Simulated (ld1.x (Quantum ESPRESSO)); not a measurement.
u(r) = r·R(r): atom against pseudo-atom (chlorine)

Columns: radius, all-electron u(r) and pseudo u(r) of the 3s shell (level -20.67 eV) of chlorine in the configuration [Ne] 3s2 3p5; revPBE, scalar-relativistic, TM semilocal scheme, ld1.x (Quantum ESPRESSO) 7.5.

| r (bohr) | all-electron | pseudo |
| --- | --- | --- |
| 0.072 | 0.1916 | 0.0291 |
| 0.145 | -0.1050 | 0.0599 |
| 0.217 | -0.3431 | 0.0927 |
| 0.290 | -0.4331 | 0.1299 |
| 0.362 | -0.3956 | 0.1718 |
| 0.435 | -0.2752 | 0.2209 |
| 0.507 | -0.1145 | 0.2771 |
| 0.580 | 0.0622 | 0.3424 |
| 0.652 | 0.2317 | 0.4147 |
| 0.725 | 0.3880 | 0.4942 |
| 0.798 | 0.5230 | 0.5768 |
| 0.870 | 0.6338 | 0.6566 |
| 0.942 | 0.7226 | 0.7296 |
| 1.015 | 0.7908 | 0.7918 |
| 1.088 | 0.8390 | 0.8386 |
| 1.160 | 0.8690 | 0.8688 |
| 1.232 | 0.8842 | 0.8842 |
| 1.305 | 0.8868 | 0.8868 |
| 1.378 | 0.8787 | 0.8787 |
| 1.450 | 0.8623 | 0.8623 |
| 1.522 | 0.8395 | 0.8395 |
| 1.595 | 0.8113 | 0.8113 |
| 1.668 | 0.7793 | 0.7793 |
| 1.740 | 0.7452 | 0.7452 |
| 1.812 | 0.7096 | 0.7096 |
| 1.885 | 0.6726 | 0.6726 |

Q: How many radial nodes do the two functions have?

A: The all-electron 3s function has n − l − 1 = 2; the pseudo-wave has 0, since the states of the same l below it are removed with the core.

Q: At about which radius was the pseudo-wave matched?

A: 1.35 bohr. The columns agree to 0.0005 from 1.09 bohr on; several derivatives are matched, so the curves merge somewhat inside the radius.

Q: Is the pseudo-wave norm-conserving?

A: Yes: the TM semilocal scheme keeps the norm inside the radius equal to the all-electron one, which fixes the energy derivative of the logarithmic derivative at the level.
